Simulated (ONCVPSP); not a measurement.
## Fe (Z = 26): ONCV pseudisation with PBEsol, scalar-relativistic reference atom.

iron (Fe), optimised norm-conserving Vanderbilt (ONCV), made with ONCVPSP 4.0.1 (PBEsol, scalar-relativistic). Core [Ne], reference 3s2 3p6 3d6 4s2. Waves: 3s+4s: rc 1.15 bohr, ncon 5, nbas 10, qcut 8.2 1/bohr, 2 projectors; 3p: rc 1.20 bohr, ncon 4, nbas 8, qcut 12.5 1/bohr, 1 projector; 3d: rc 1.00 bohr, ncon 4, nbas 8, qcut 14.7 1/bohr, 3 projectors, debl 2.4 Ha. Local part: polynomial inside 0.80 bohr (lpopt 5, dvloc0 0 Ha). Core correction: Teter function fitted to the true core (icmod 2), fcfact 0.3.

All-electron outer shells of the reference configuration (PBEsol, scalar-relativistic, ld1.x):

```csv
shell,level (eV),outermost node (bohr),outermost maximum (bohr)
2p,-697.99,–,0.18
3s,-93.77,0.33,0.70
3p,-59.92,0.30,0.72
3d,-7.53,–,0.71
4s,-5.31,1.00,2.41
```

What the tests gave:

| Item | Value |
| --- | --- |
| Cutoffs needed | 86 Ha and 201 Ha (the cutoffs (Ha) at which the residual kinetic energy of the hardest occupied pseudo-wave falls to 1 and 0.1 mHa per electron) |
| Ghost test | no bound ghost flagged; no localised positive-energy state flagged |
| Largest excitation error | +5.6 meV (all-electron minus pseudo) for 3s2 3p6 3d7 4s0, out of 4 test configurations |
| rms error of d²Exc/dni dnj | 2.07 mHa without and 1.13 mHa with the model core |

Generation and tests took about 4.7 s on one core of a shared server CPU.
